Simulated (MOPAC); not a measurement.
MOPAC input (PM7):

```
PM7 1SCF UHF MS=0.5 GEO-OK AUX(PRECISION=9) THREADS=1
H6NSi2

N    -1.70694800 1   -0.65431600 1    0.25024700 1
Si   -0.58544600 1    0.63195500 1    0.00078900 1
Si    1.53945300 1   -0.31873300 1   -0.23459500 1
H    -1.55701900 1   -1.33366500 1    0.97899900 1
H    -2.68998600 1   -0.51749200 1    0.07470100 1
H    -0.54094700 1    1.66956800 1    1.07445000 1
H    -0.99457700 1    1.33399800 1   -1.23919500 1
H     1.70708600 1   -1.56047500 1    0.56858900 1
H     2.66798200 1    0.60318400 1    0.06400800 1
```

Output:

```
 *******************************************************************************
 **                                                                           **
 **                              MOPAC v23.2.5                                **
 **                                                                           **
 *******************************************************************************
 ** MOPAC's Digital Object Identifier: https://doi.org/10.5281/zenodo.6511958 **
 **                                                                           **
 ** Please cite the open-source release paper for use of this MOPAC version:  **
 ** J. E. Moussa and J. J. P. Stewart (2026)                                  **
 ** MOPAC: An open-source semiempirical molecular orbital program             **
 ** J. Open Source Softw., 11(119), 8025, https://doi.org/10.21105/joss.08025 **
 *******************************************************************************

                              PM7 CALCULATION RESULTS

 *******************************************************************************
 *  PM7        - The PM7 Hamiltonian to be used
 *  GEO-OK     - OVERRIDE INTERATOMIC DISTANCE AND OTHER SAFETY CHECKS
 *  UHF        - UNRESTRICTED HARTREE-FOCK CALCULATION
 *  MS=        - IN MECI, MAGNETIC COMPONENT OF SPIN =  0.5
 *  1SCF       - DO 1 SCF AND THEN STOP
 *  AUX        - OUTPUT AUXILIARY INFORMATION
 *******************************************************************************
PM7 1SCF UHF MS=0.5 GEO-OK AUX(PRECISION=9) THREADS=1
 H6NSi2

   ATOM   CHEMICAL          X               Y               Z
  NUMBER   SYMBOL      (ANGSTROMS)     (ANGSTROMS)     (ANGSTROMS)

     1       N         -1.70694800  *  -0.65431600  *   0.25024700  *
     2      Si         -0.58544600  *   0.63195500  *   0.00078900  *
     3      Si          1.53945300  *  -0.31873300  *  -0.23459500  *
     4       H         -1.55701900  *  -1.33366500  *   0.97899900  *
     5       H         -2.68998600  *  -0.51749200  *   0.07470100  *
     6       H         -0.54094700  *   1.66956800  *   1.07445000  *
     7       H         -0.99457700  *   1.33399800  *  -1.23919500  *
     8       H          1.70708600  *  -1.56047500  *   0.56858900  *
     9       H          2.66798200  *   0.60318400  *   0.06400800  *

          CARTESIAN COORDINATES

    NO.       ATOM           X           Y           Z

     1         N         -1.7069     -0.6543      0.2502
     2        Si         -0.5854      0.6320      0.0008
     3        Si          1.5395     -0.3187     -0.2346
     4         H         -1.5570     -1.3337      0.9790
     5         H         -2.6900     -0.5175      0.0747
     6         H         -0.5409      1.6696      1.0744
     7         H         -0.9946      1.3340     -1.2392
     8         H          1.7071     -1.5605      0.5686
     9         H          2.6680      0.6032      0.0640

 General Reference for PM7:
 "Optimization of Parameters for Semiempirical Methods VI: More Modifications to the
 NDDO Approximations and Re-optimization of Parameters", J. J. P. Stewart, J. Mol. Mod., 1:32, 19 (2013)
 https://link.springer.com/article/10.1007/s00894-012-1667-x

           Empirical Formula: H6 N Si2  =     9 atoms

      MOLECULAR POINT GROUP   :   C1

          UHF CALCULATION, NO. OF ALPHA ELECTRONS =   10
                           NO. OF BETA  ELECTRONS =    9

 -------------------------------------------------------------------------------
 PM7 1SCF UHF MS=0.5 GEO-OK AUX(PRECISION=9) THREADS=1
 H6NSi2

     1SCF WAS SPECIFIED, SO BFGS WAS NOT USED
     SCF FIELD WAS ACHIEVED

                              PM7 CALCULATION
                                                       MOPAC v23.2.5 Linux

          FINAL HEAT OF FORMATION =         22.42272 KCAL/MOL =      93.81667 KJ/MOL

          COSMO AREA              =        126.50 SQUARE ANGSTROMS
          COSMO VOLUME            =        119.73 CUBIC ANGSTROMS

          IONIZATION POTENTIAL    =          9.307567 EV
          ALPHA SOMO LUMO (EV)    =         -9.308  0.547
          BETA  SOMO LUMO (EV)    =         -9.506 -0.508
          NO. OF ALPHA ELECTRONS  =         10
          NO. OF BETA  ELECTRONS  =          9
          MOLECULAR WEIGHT        =         76.2251         POINT GROUP:  C1

          MOLECULAR DIMENSIONS (Angstroms)

            Atom       Atom       Distance
            H     9    H     5     5.47392
            H     8    H     7     3.84050
            H     6   Si     3     2.27047

          SCF CALCULATIONS        =          1

   ATOM   CHEMICAL          X               Y               Z
  NUMBER   SYMBOL      (ANGSTROMS)     (ANGSTROMS)     (ANGSTROMS)

     1       N         -1.70694800  *  -0.65431600  *   0.25024700  *
     2      Si         -0.58544600  *   0.63195500  *   0.00078900  *
     3      Si          1.53945300  *  -0.31873300  *  -0.23459500  *
     4       H         -1.55701900  *  -1.33366500  *   0.97899900  *
     5       H         -2.68998600  *  -0.51749200  *   0.07470100  *
     6       H         -0.54094700  *   1.66956800  *   1.07445000  *
     7       H         -0.99457700  *   1.33399800  *  -1.23919500  *
     8       H          1.70708600  *  -1.56047500  *   0.56858900  *
     9       H          2.66798200  *   0.60318400  *   0.06400800  *

                             CARTESIAN COORDINATES

   1    N       -1.706948000    -0.654316000     0.250247000
   2   Si       -0.585446000     0.631955000     0.000789000
   3   Si        1.539453000    -0.318733000    -0.234595000
   4    H       -1.557019000    -1.333665000     0.978999000
   5    H       -2.689986000    -0.517492000     0.074701000
   6    H       -0.540947000     1.669568000     1.074450000
   7    H       -0.994577000     1.333998000    -1.239195000
   8    H        1.707086000    -1.560475000     0.568589000
   9    H        2.667982000     0.603184000     0.064008000

           Empirical Formula: H6 N Si2  =     9 atoms

      MOLECULAR POINT GROUP   :   C1

          ALPHA EIGENVALUES
 -35.74261 -18.67398 -16.77673 -15.34877 -14.15041 -12.63054 -12.35680 -10.95538
  -9.57467  -9.30757   0.54745   1.54379   2.55379   2.73943   5.18444   5.93661
   7.12926   8.20371  19.06688  19.53066  20.04541  20.51514  20.81105  22.25579
  22.79436  23.08654  23.31913  24.09397

           BETA EIGENVALUES
 -35.74334 -18.55000 -16.77494 -15.28680 -14.13712 -12.58578 -12.35755 -10.93283
  -9.50594  -0.50834   0.61724   1.55027   2.60069   2.77451   5.23539   6.09744
   7.12953   8.30268  19.32141  19.71261  20.37252  20.71841  20.94886  22.30407
  22.84415  23.13884  23.39578  24.12694

              NET ATOMIC CHARGES AND DIPOLE CONTRIBUTIONS

  ATOM NO.   TYPE          CHARGE      No. of ELECS.   s-Pop       p-Pop       d-Pop
    1          N          -0.796771        5.7968     1.55470     4.24208
    2         Si           0.104312        3.8957     0.87992     2.83963     0.17614
    3         Si          -0.012959        4.0130     0.94954     2.99335     0.07007
    4          H           0.282688        0.7173     0.71731
    5          H           0.284305        0.7157     0.71569
    6          H           0.032907        0.9671     0.96709
    7          H           0.055583        0.9444     0.94442
    8          H           0.025636        0.9744     0.97436
    9          H           0.024298        0.9757     0.97570
 DIPOLE           X         Y         Z       TOTAL
 POINT-CHG.     0.526     0.821     0.405     1.056
 HYBRID        -1.144    -0.822     0.047     1.409
 SUM           -0.617    -0.000     0.452     0.765

          ATOMIC ORBITAL ELECTRON POPULATIONS

     Atom    s        px        py        pz      x^2-y^2     xz        z^2       yz        xy
    1  N   1.55470   1.23950   1.41383   1.58875
    2 Si   0.87992   0.92232   0.85902   1.05829   0.04437   0.01810   0.02266   0.05339   0.03762
    3 Si   0.94954   0.98430   1.00938   0.99967   0.01516   0.00554   0.00759   0.01641   0.02537
    4  H   0.71731
    5  H   0.71569
    6  H   0.96709
    7  H   0.94442
    8  H   0.97436
    9  H   0.97570

                    (SZ)    =    0.500000
                    (S**2)  =    0.750880

          ATOMIC ORBITAL SPIN POPULATIONS

    Atom   Total    s     px     py     pz   x^2-y^2  xz     z^2    yz     xy
         Atomic
    1  N -0.0009 -0.000  0.000 -0.001 -0.000
    2 Si -0.0218 -0.003 -0.013 -0.005 -0.005  0.000  0.002  0.000  0.001  0.000
    3 Si  1.0348  0.079  0.028  0.081  0.849  0.000 -0.000 -0.001 -0.001 -0.000
    4  H -0.0000 -0.000
    5  H -0.0002 -0.000
    6  H  0.0053  0.005
    7  H  0.0061  0.006
    8  H -0.0117 -0.012
    9  H -0.0117 -0.012

 **********************
 *                    *
 * JOB ENDED NORMALLY *
 *                    *
 **********************

 == MOPAC DONE ==
```

The geometry given is a B3LYP-D3(BJ)/def2-TZVP minimum.
